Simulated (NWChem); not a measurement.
System: AgCl; SMILES [Cl][Ag]

NWChem input:

```
start job
memory heap 200 mb stack 900 mb global 1100 mb
geometry units angstroms noautosym nocenter noautoz
  Ag     0.000000     0.000000    -0.632374
  Cl     0.000000     0.000000     1.668700
end
basis spherical
  * library def2-svpd
end
ecp
  Ag library def2-ecp
end
dft
  xc xcamb88 1.00 lyp 0.81 vwn_5 0.19 hfexch 1.00
  cam 0.33 cam_alpha 0.19 cam_beta 0.46
  iterations 150
end
tddft
  cis
  nroots 6
  notriplet
end
task tddft energy
```

Parts of the log:

```
             Northwest Computational Chemistry Package (NWChem) 7.3.0
             --------------------------------------------------------

                             Geometry "geometry" -> ""
                             -------------------------

 Output coordinates in angstroms (scale by  1.889725989 to convert to a.u.)

  No.       Tag          Charge          X              Y              Z
 ---- ---------------- ---------- -------------- -------------- --------------
    1 Ag                  47.0000     0.00000000     0.00000000    -0.63237400
    2 Cl                  17.0000     0.00000000     0.00000000     1.66870000

 Effective nuclear repulsion energy (a.u.)     183.7457734739

                                 NWChem DFT Module
                                 -----------------

 Summary of "ao basis" -> "ao basis" (spherical)
 ------------------------------------------------------------------------------
       Tag                 Description            Shells   Functions and Types
 ---------------- ------------------------------  ------  ---------------------
 Ag                        def2-svpd                12       34   5s4p2d1f
 Cl                        def2-svpd                11       27   5s4p2d

            General Information
            -------------------
          SCF calculation type: DFT
          Wavefunction type:  closed shell.
          No. of atoms     :     2
          No. of electrons :    36
           Alpha electrons :    18
            Beta electrons :    18
          Charge           :     0
          Spin multiplicity:     1
          Use of symmetry is: off; symmetry adaption is: off
          Maximum number of iterations: 150
          AO basis - number of functions:    61
                     number of shells:    23
          Convergence on energy requested:  1.00D-06
          Convergence on density requested:  1.00D-05
          Convergence on gradient requested:  5.00D-04

              XC Information
              --------------
                     Hartree-Fock (Exact) Exchange  1.000
                   CAM-Becke88 Exchange Functional  1.000
                      VWN V Correlation Functional  0.190 local
              Lee-Yang-Parr Correlation Functional  0.810

           Range-Separation Parameters
           ---------------------------
           Alpha           :  0.19
           Beta            :  0.46
           Gamma           :  0.33
           Short-Range HF  :     F

             Grid Information
             ----------------
          Grid used for XC integration:  medium
          Radial quadrature: Mura-Knowles
          Angular quadrature: Lebedev.
          Tag              B.-S. Rad. Rad. Pts. Rad. Cut. Ang. Pts.
          ---              ---------- --------- --------- ---------
          Ag                  1.60      123          11.0       590
          Cl                  1.00       88          11.0       590
          Grid pruning is: on
          Number of quadrature shells:   211
          Spatial weights used:  Erf1

      Superposition of Atomic Density Guess
      -------------------------------------

 Sum of atomic energies:        -626.99678090

      Non-variational initial energy
      ------------------------------

 Total energy =    -605.097043
 1-e energy   =   -1041.344844
 2-e energy   =     361.967595
 HOMO         =      -0.441157
 LUMO         =      -0.180240

   convergence    iter        energy       DeltaE   RMS-Dens  Diis-err
 ---------------- ----- ----------------- --------- --------- ---------
 d= 0,ls=0.0,diis     1   -606.9625555274 -6.81D+02  1.58D-02  4.92D-01
 d= 0,ls=0.0,diis     2   -606.9765449919 -1.40D-02  7.90D-03  5.31D-01
 d= 0,ls=0.0,diis     3   -607.0266290956 -5.01D-02  1.20D-03  2.31D-03
 d= 0,ls=0.0,diis     4   -607.0269590796 -3.30D-04  5.01D-04  1.23D-03
 d= 0,ls=0.0,diis     5   -607.0271438218 -1.85D-04  1.75D-04  2.89D-05
  Resetting Diis
 d= 0,ls=0.0,diis     6   -607.0271571903 -1.34D-05  8.85D-05  5.86D-06
 d= 0,ls=0.0,diis     7   -607.0271602797 -3.09D-06  2.37D-05  5.39D-07
 d= 0,ls=0.0,diis     8   -607.0271604883 -2.09D-07  1.00D-05  1.71D-07
 d= 0,ls=0.0,diis     9   -607.0271605381 -4.98D-08  1.12D-05  3.16D-08
 d= 0,ls=0.0,diis    10   -607.0271605624 -2.43D-08  1.59D-06  3.66D-09

         Total DFT energy =     -607.027160562372
      One electron energy =    -1044.979836755327
           Coulomb energy =      406.053832097678
    Exchange-Corr. energy =      -42.381362202695
 Nuclear repulsion energy =       74.280206297973

 Numeric. integr. density =       36.000000036806

                       DFT Final Molecular Orbital Analysis
                       ------------------------------------

[...]

                                NWChem TDDFT Module
                                -------------------

            General Information
            -------------------
           No. of orbitals :     122
            Alpha orbitals :      61
             Beta orbitals :      61
        Alpha frozen cores :       0
         Beta frozen cores :       0
     Alpha frozen virtuals :       0
      Beta frozen virtuals :       0
         Spin multiplicity :       1
    Number of AO functions :      61
        Use of symmetry is : off
      Symmetry adaption is : off
         Schwarz screening :  0.10D-07

              XC Information
              --------------
              Hartree-Fock (Exact) Exchange   1.00
            CAM-Becke88 Exchange Functional   1.00
               VWN V Correlation Functional   0.19 local
       Lee-Yang-Parr Correlation Functional   0.81
           Alpha           :  0.19
           Beta            :  0.46
           Gamma           :  0.33

             TDDFT Information
             -----------------
          Calculation type : Tamm-Dancoff TDDFT
         Wavefunction type : Restricted singlets
          No. of electrons :      36
           Alpha electrons :      18
            Beta electrons :      18
              No. of roots :       6
          Max subspacesize :    5200
            Max iterations :     100
               Target root :       1
           Target symmetry : none
      Symmetry restriction : off
                 Algorithm : Optimal
        Davidson threshold :  0.10D-03

    6 smallest eigenvalue differences (eV)
--------------------------------------------------------
  No. Spin  Occ  Vir  Irrep   E(Occ)    E(Vir)   E(Diff)
--------------------------------------------------------
    1    1   18   19 a        -0.328    -0.091     6.457
    2    1   17   19 a        -0.328    -0.091     6.457
    3    1   16   19 a        -0.348    -0.091     6.989
    4    1   18   20 a        -0.328     0.017     9.409
    5    1   17   20 a        -0.328     0.017     9.409
    6    1   18   21 a        -0.328     0.017     9.409
--------------------------------------------------------

  Entering Davidson iterations
  Restricted singlet excited states

  Iter   NTrls   NConv    DeltaV     DeltaE      Time
  ----  ------  ------  ---------  ---------  ---------
    1      6       0     0.95E-01   0.10+100        4.1
    2     12       0     0.44E-01   0.19E-01        4.0
    3     18       0     0.38E-01   0.57E-02        4.0
    4     24       0     0.11E+00   0.29E-01        3.9
    5     30       0     0.33E-01   0.36E-01        3.7
    6     36       0     0.84E-02   0.11E-02        3.7
    7     42       3     0.17E-02   0.56E-04        3.7
    8     45       4     0.47E-03   0.32E-05        3.1
    9     47       4     0.17E-03   0.42E-06        2.9
   10     49       6     0.88E-04   0.40E-07        3.0
  ----  ------  ------  ---------  ---------  ---------
  Convergence criterion met

  Ground state a        -607.027160562372 a.u.

  ----------------------------------------------------------------------------
  Root   1 singlet a              0.121826889 a.u.                3.3151 eV
  ----------------------------------------------------------------------------
     Transition Moments    X -0.28144   Y -0.28337   Z -0.00000
     Dipole Oscillator Strength                    0.0129545636
     Electric Quadrupole                           0.0000000010
     Magnetic Dipole                               0.0000000067
     Total Oscillator Strength                     0.0129545713

     Occ.   12  a   ---  Virt.   19  a       -0.16400
     Occ.   18  a   ---  Virt.   19  a        0.97642
     Occ.   18  a   ---  Virt.   22  a        0.08829
     Occ.   18  a   ---  Virt.   23  a       -0.08217
     Occ.   18  a   ---  Virt.   30  a        0.05042
  ----------------------------------------------------------------------------
  Root   2 singlet a              0.121826889 a.u.                3.3151 eV
  ----------------------------------------------------------------------------
     Transition Moments    X  0.28337   Y -0.28144   Z -0.00000
     Dipole Oscillator Strength                    0.0129545640
     Electric Quadrupole                           0.0000000010
     Magnetic Dipole                               0.0000000067
     Total Oscillator Strength                     0.0129545717

     Occ.   13  a   ---  Virt.   19  a       -0.16400
     Occ.   17  a   ---  Virt.   19  a       -0.97642
     Occ.   17  a   ---  Virt.   22  a       -0.08829
     Occ.   17  a   ---  Virt.   23  a        0.08217
     Occ.   17  a   ---  Virt.   30  a       -0.05042
  ----------------------------------------------------------------------------
  Root   3 singlet a              0.140041906 a.u.                3.8107 eV
  ----------------------------------------------------------------------------
     Transition Moments    X -0.00000   Y  0.00000   Z -0.76046
     Dipole Oscillator Strength                    0.0539909660
     Electric Quadrupole                           0.0000000725
     Magnetic Dipole                               0.0000000000
     Total Oscillator Strength                     0.0539910385

[...]
```

Level: CAM-B3LYP/def2-SVPD with def2 effective core potentials on Ag, TDA. The geometry was optimised at PBE0/def2-SVP. def2 effective core potentials on Ag; no spin-orbit coupling.
